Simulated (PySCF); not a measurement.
Species: C10H8.
SMILES with atom numbers: `[CH:1]#[C:2][c:3]1[cH:4][cH:5][cH:6][cH:7][c:8]1[CH:9]=[CH2:10]` (hydrogens: H11 on C1; H12 on C4; H13 on C5; H14 on C6; H15 on C7; H16 on C9; H17, H18 on C10)

The same species was optimised twice, with GFN2-xTB and with PBE0-D3(BJ)/def2-SVP (PySCF), and the same property calculations (PySCF, gas phase) were run on both structures.

```csv
coordinate,GFN2-xTB,PBE0-D3(BJ)/def2-SVP,change
C2–C3 (Å),1.416,1.429,+0.013
C1≡C2 (Å),1.201,1.214,+0.013
C3–C4 (Å),1.394,1.406,+0.012
C9=C10 (Å),1.328,1.339,+0.011
C3–C8 (Å),1.408,1.418,+0.010
C5–C6 (Å),1.387,1.397,+0.010
C8–C9 (Å),1.458,1.467,+0.009
C7–C8 (Å),1.394,1.403,+0.009
C6–C7 (Å),1.381,1.389,+0.008
C4–C5 (Å),1.381,1.388,+0.007
C3–C8–C9 (°),119.4,120.0,+0.6
C7–C8–C9 (°),122.6,122.1,-0.5
C1–C2–C3 (°),178.2,178.7,+0.5
C4–C3–C8 (°),120.4,120.0,-0.4
C3–C4–C5 (°),120.4,120.7,+0.3
C6–C7–C8 (°),121.3,121.6,+0.3
C2–C3–C4 (°),118.5,118.7,+0.2
C8–C9–C10 (°),126.2,126.4,+0.2
C7–C8–C9–C10 (°),15,12,-3
```

Rotational constants: A = 1665, B = 1478, C = 784.7 MHz (GFN2-xTB) against A = 1632, B = 1458, C = 771.2 MHz (PBE0-D3(BJ)/def2-SVP). Point groups within 0.08 Å: C1 and C1. Atoms that the bonding makes alike are paired by their places after alignment.

On the GFN2-xTB structure: HOMO (eV) -6.64 [PBE0/pcSseg-1]; LUMO (eV) -1.36 [PBE0/pcSseg-1]; dipole (D) 0.56 [PBE0/pcSseg-1]; GIAO shielding of C1 (ppm) 93.9 [PBE0/pcSseg-1]; GIAO shielding of C2 (ppm) 99.7 [PBE0/pcSseg-1]; GIAO shielding of C3 (ppm) 61.3 [PBE0/pcSseg-1]; GIAO shielding of C4 (ppm) 45.8 [PBE0/pcSseg-1]; GIAO shielding of C5 (ppm) 53.9 [PBE0/pcSseg-1]; GIAO shielding of C6 (ppm) 52.7 [PBE0/pcSseg-1]; GIAO shielding of C7 (ppm) 58.5 [PBE0/pcSseg-1]; GIAO shielding of C8 (ppm) 41.8 [PBE0/pcSseg-1].

**Question.** What do these properties become on the PBE0-D3(BJ)/def2-SVP structure?

**Answer.** 
| property | level | on GFN2-xTB | on PBE0-D3(BJ)/def2-SVP | change |
| --- | --- | --- | --- | --- |
| HOMO (eV) | PBE0/pcSseg-1 | -6.64 | -6.63 | +0.01 |
| LUMO (eV) | PBE0/pcSseg-1 | -1.36 | -1.42 | -0.06 |
| dipole (D) | PBE0/pcSseg-1 | 0.56 | 0.54 | -0.02 |
| energy, GFN2-xTB geometry as zero (kcal/mol) | PBE0/pcSseg-1 | 0.0 | -0.4 | -0.4 |
| GIAO shielding of C1 (ppm) | PBE0/pcSseg-1 | 93.9 | 92.0 | -1.9 |
| GIAO shielding of C2 (ppm) | PBE0/pcSseg-1 | 99.7 | 99.3 | -0.4 |
| GIAO shielding of C3 (ppm) | PBE0/pcSseg-1 | 61.3 | 58.6 | -2.7 |
| GIAO shielding of C4 (ppm) | PBE0/pcSseg-1 | 45.8 | 43.5 | -2.3 |
| GIAO shielding of C5 (ppm) | PBE0/pcSseg-1 | 53.9 | 51.7 | -2.2 |
| GIAO shielding of C6 (ppm) | PBE0/pcSseg-1 | 52.7 | 50.5 | -2.2 |
| GIAO shielding of C7 (ppm) | PBE0/pcSseg-1 | 58.5 | 56.4 | -2.1 |
| GIAO shielding of C8 (ppm) | PBE0/pcSseg-1 | 41.8 | 39.7 | -2.1 |

The heavy atoms differ by 0.023 Å rms after alignment. Among bonds between heavy atoms C1≡C2, C2–C3 and C3–C4 change most and about equally (+0.012 to +0.013 Å). Changes are differences of the printed values. Neither structure is proved a minimum here.

The values belong to the conformer `[CH:1]#[C:2][c:3]1[cH:4][cH:5][cH:6][cH:7][c:8]1[CH:9]=[CH2:10]`: C7–C8–C9–C10 12°.
